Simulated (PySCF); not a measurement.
NICS in rings of unrelated molecules.

NICS = −σ at a ghost point: NICS(0) at the centroid of the ring atoms, NICS(1) 1 Å to either side along the normal of their mean plane, zz for the tensor component along that normal. Level: GIAO PBE0/pcSseg-1 (PySCF, non-relativistic, gas phase) on the GFN2-xTB geometries, one conformer each. Atom numbers follow the mapped SMILES.

Question: Order these rings by mean NICS(1)zz, lowest (most negative) first (ppm).
A. ring C3–C4–C5–C6–O7 in `[N:1]#[C:2][C@H:3]1[CH:4]=[CH:5][CH2:6][O:7]1`
B. ring C2–O3–C4–C5–C6–O11 in `[O:1]=[C:2]1[O:3][CH2:4][CH2:5][C@H:6]([C:7]([F:8])([F:9])[F:10])[O:11]1`
C. ring C3–C4–C5–N6–N7 in `[O:1]=[CH:2][c:3]1[cH:4][cH:5][nH:6][n:7]1`
D. ring C5–C6–C7–C8–C9–C10 in `[CH2:1]=[CH:2][C:3](=[CH2:4])[c:5]1[cH:6][cH:7][cH:8][cH:9][cH:10]1`
E. ring C3–C4–C5–C9–P10 in `[CH2:1]=[CH:2][c:3]1[cH:4][c:5]([CH:6]([CH3:7])[CH3:8])[cH:9][p-:10]1` (charge -1)
F. ring C3–C4–P7–C9–C10 in `[CH3:1][CH2:2][C:3]1=[C:4]([O:5][CH3:6])[P@H:7](=[S:8])[CH2:9][CH2:10]1`
G. ring C3–N4–N5–C6–O7 in `[CH2:1]=[CH:2][c:3]1[n:4][n:5][cH:6][o:7]1`

Answer: C (-31.3), D (-29.5), G (-26.7), E (-23.5), A (-5.7), F (-0.7), B (0.7).

| SMILES | ring | NICS(0) | NICS(1) | NICS(1)zz | HOMA | rms pucker (Å) | ring atoms with four or more neighbours |
| --- | --- | --- | --- | --- | --- | --- | --- |
| O=Cc1cc[nH]n1 | 5-membered ring with 2 N; formal bonds all aromatic | -13.5 | -12.3 | -31.3 | 0.93 | 0.00 | 0 |
| C=CC(=C)c1ccccc1 | 6-membered carbocycle; formal bonds all aromatic | -8.4 | -11.0 | -29.5 | 1.00 | 0.00 | 0 |
| C=Cc1nnco1 | 5-membered ring with 2 N and O; formal bonds all aromatic | -9.6 | -10.3 | -26.7 | 0.46 | 0.00 | 0 |
| C=Cc1cc(C(C)C)c[p-]1 | 5-membered ring with P; formal bonds all aromatic | -10.0 | -9.6 | -23.5 | 0.84 | 0.00 | 0 |
| N#C[C@H]1C=CCO1 | 5-membered ring with O; formal bonds 1 double, 4 single | -5.4 | -3.1 | -5.7 | – | 0.04 | 2 |
| CCC1=C(OC)[P@H](=S)CC1 | 5-membered ring with P; formal bonds 1 double, 4 single | -5.4 | -4.0 | -0.7 | – | 0.11 | 3 |
| O=C1OCC[C@H](C(F)(F)F)O1 | 6-membered ring with 2 O; formal bonds all single | -3.5 | -2.2 | 0.7 | – | 0.20 | 3 |

NICS(0) gives another order. The isotropic NICS(1) gives another order. Over the 4 rings with a HOMA value its correlation coefficient with NICS(1)zz is -0.42. HOMA uses Krygowski's 1993 parameters; it is left out where a ring has a four-coordinate atom, a triple bond, no multiple bond or a kind of bond without parameters. NICS(1) and NICS(1)zz are means over the two faces.
